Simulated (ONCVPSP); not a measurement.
# PBE ONCV dataset for gold, fully relativistic all-electron reference.

gold (Au), optimised norm-conserving Vanderbilt (ONCV), made with ONCVPSP 4.0.1 (PBE, fully relativistic). Core [Kr] 4d10 4f14, reference 5s2 5p6 5d8 (charge +3). Waves: 5s: rc 1.10 bohr, ncon 4, nbas 9, qcut 6.2 1/bohr, 2 projectors, debl 0.4 Ha; 5p: rc 1.55 bohr, ncon 4, nbas 7, qcut 6.8 1/bohr, 1 projector; 5d: rc 1.70 bohr, ncon 5, nbas 10, qcut 8.6 1/bohr, 2 projectors, debl 2.4 Ha. Local part: polynomial inside 1.00 bohr (lpopt 5, dvloc0 0 Ha). Core correction: Teter function, fcfact 4.5, rcfact 1.75.

Open shells are filled in proportion to 2j + 1.

In the s channel the program set the typed energies aside and used -5.304, 0.250 Ha.

All-electron outer shells of the reference configuration (PBE, scalar-relativistic, ld1.x):

```json
{"shell": "4f", "level (eV)": "-117.74", "outermost node (bohr)": "–", "outermost maximum (bohr)": "0.37"}
{"shell": "5p", "level (eV)": "-95.68", "outermost node (bohr)": "0.52", "outermost maximum (bohr)": "0.96"}
{"shell": "5d", "level (eV)": "-40.63", "outermost node (bohr)": "0.56", "outermost maximum (bohr)": "1.18"}
```

Estimate the cutoffs (Ha) at which the residual kinetic energy of the hardest occupied pseudo-wave falls to 1 and 0.1 mHa per electron.

187 Ha and 217 Ha.

What does a ghost test show?

No bound ghost flagged; GHOST(+) flagged for s at 123.8 eV.

Which valence shell sets the plane-wave cutoff?

5s: 187 Ha for 1 mHa per electron, against 22 Ha for 5d.

Tests: 5s2 5p6 5d10 6s1; 5s2 5p6 5d10; 5s2 5p6 5d9; 5s2 5p6 5d9 6s1. Which has the largest error in its energy relative to the reference configuration, and how large is it?

5s2 5p6 5d10 6s1, with -61 meV (all-electron minus pseudo) on -64.53 eV.
